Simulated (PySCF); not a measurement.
# Correlation energy of Al (aluminium, neutral)

[Ne] 3s2 3p1, 2P determinant. Computed with PySCF 2.14 in def2-QZVPPD (10s6p5d2f1g, 76 functions), with no relativity, point nucleus. Frozen: 1s2; 11 electrons correlated.

```csv
level,correlation energy (mhartree)
CCSD,-220.54
(T),-3.59
CCSD(T),-224.13
```

Diagnostics: T1 = 0.012, D1 = 0.0472, largest double amplitude 0.076.

Cost of the coupled-cluster step: about 30 core-seconds, for 11 correlated electrons.

Iterations:

```
CC2 = 0
CCSD nocc = (np.int64(6), np.int64(5)), nmo = (75, 75)
frozen orbitals [[0], [0]]
max_cycle = 100
direct = 0
conv_tol = 1e-08
conv_tol_normt = 1e-06
diis_space = 8
diis_start_cycle = 0
Init t2, MP2 energy = -0.206505655065107
Init E_corr(UCCSD) = -0.20650565506556
cycle = 1  E_corr(UCCSD) = -0.214196980153509  dE = -0.00769132509  norm(t1,t2) = 0.0586265
cycle = 2  E_corr(UCCSD) = -0.218150840427747  dE = -0.00395386027  norm(t1,t2) = 0.0257198
cycle = 3  E_corr(UCCSD) = -0.220524236104173  dE = -0.00237339568  norm(t1,t2) = 0.0129089
cycle = 4  E_corr(UCCSD) = -0.220559343828482  dE = -3.51077243e-05  norm(t1,t2) = 0.0020901
cycle = 5  E_corr(UCCSD) = -0.220526453295406  dE = 3.28905331e-05  norm(t1,t2) = 0.000508729
cycle = 6  E_corr(UCCSD) = -0.220540765532253  dE = -1.43122368e-05  norm(t1,t2) = 0.000142457
cycle = 7  E_corr(UCCSD) = -0.220538798958233  dE = 1.96657402e-06  norm(t1,t2) = 3.27209e-05
cycle = 8  E_corr(UCCSD) = -0.220538857374421  dE = -5.84161884e-08  norm(t1,t2) = 1.10867e-05
cycle = 9  E_corr(UCCSD) = -0.220539034327591  dE = -1.7695317e-07  norm(t1,t2) = 2.86746e-06
cycle = 10  E_corr(UCCSD) = -0.220538983122974  dE = 5.12046174e-08  norm(t1,t2) = 6.45186e-07
cycle = 11  E_corr(UCCSD) = -0.220538976202993  dE = 6.91998048e-09  norm(t1,t2) = 2.11785e-07
UCCSD converged
E(UCCSD) = -242.101214498047  E_corr = -0.2205389762029931
UCCSD(T) correction = -0.00358728353928903
```

This basis was not built for core-valence correlation, so the inner-shell part is incomplete.
